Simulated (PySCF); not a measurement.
trans-dichloroethylene (C2H2Cl2), SMILES Cl/C=C/Cl.

The structure is a stationary point at TPSSh-D3(BJ)/def2-SVP.

Method: TDA-LC-ωPBE/def2-SVPD in PySCF.

Vertical excitations.  State labels are in the subgroup C2h.

Computed excitation energies, oscillator strengths and character:
| state | symmetry | energy (eV) | λ (nm) | f | main pairs |
|---|---|---|---|---|---|
| S1 | Bg | 6.45 | 192 | 0.000 | HOMO→LUMO+1 79 % |
| S2 | Bu | 6.86 | 181 | 0.481 | HOMO→LUMO 94 % |
| S3 | Au | 7.48 | 166 | 0.000 | HOMO→LUMO+2 73 %, HOMO→LUMO+9 12 % |
| S4 | Bg | 7.59 | 163 | 0.000 | HOMO−1→LUMO 96 % |
| S5 | Au | 7.96 | 156 | 0.000 | HOMO−2→LUMO 98 % |
| S6 | Bu | 8.20 | 151 | 0.005 | HOMO−1→LUMO+1 64 % |
| S7 | Au | 8.24 | 150 | 0.008 | HOMO→LUMO+4 54 %, HOMO→LUMO+9 15 %, HOMO−3→LUMO+1 12 %, HOMO→LUMO+2 12 % |
| S8 | Ag | 8.32 | 149 | 0.000 | HOMO−2→LUMO+1 61 %, HOMO−1→LUMO+2 11 % |
| S9 | Bg | 8.37 | 148 | 0.000 | HOMO→LUMO+3 91 % |
| S10 | Ag | 8.91 | 139 | 0.000 | HOMO−3→LUMO 79 %, HOMO→LUMO+5 17 % |
| T1 | Bu | 3.71 | 334 | 0 | HOMO→LUMO 88 % |
| T2 | Bg | 5.75 | 216 | 0 | HOMO→LUMO+1 75 %, HOMO→LUMO+7 14 % |
| T3 | Au | 6.95 | 178 | 0 | HOMO→LUMO+2 49 %, HOMO→LUMO+9 18 %, HOMO−3→LUMO+1 14 % |
| T4 | Bg | 7.35 | 169 | 0 | HOMO−1→LUMO 92 % |
Triplets are in the Tamm–Dancoff approximation.
